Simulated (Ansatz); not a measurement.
CH$_{2}$BrFO$_{2}$Si (`O=CO[SiH](F)Br`). The species carries charge 0 and has multiplicity 1.

```xyz
8

O    -0.309    0.754    1.745
C    -0.462    1.291    0.690
O    -0.184    0.723   -0.492
Si    0.437   -0.822   -0.571
F     0.806   -0.978   -2.099
Br   -1.088   -2.300   -0.067
H    -0.846    2.311    0.552
H     1.646   -0.979    0.242
```

Task: What are the harmonic wavenumbers in cm⁻¹ at PBE0-D4/def2-TZVP (Ansatz, finite differences of forces, unscaled)? (Estimate.)

Result: Computed: 65, 109, 152, 220, 256, 319, 469, 727, 783, 815, 831, 941, 1057, 1213, 1392, 1826, 2332, 3073.

Task: Is this a minimum?

Result: Yes, all 18 modes are real.

Task: Give the ideal-gas thermochemistry at 298.15 K and 1 bar (rigid rotor, harmonic oscillator; point group C1, symmetry number 1).

Result: Zero-point energy 99.2 kJ/mol; H(298) − E = 120.2 kJ/mol; entropy 365.5 J/(mol·K), of which translation 173.1, rotation 121.1, vibration 71.3; G(298) − E = 11.3 kJ/mol. Modes under 100 cm⁻¹ are hindered rotations or soft bends, so the harmonic entropy is rough.
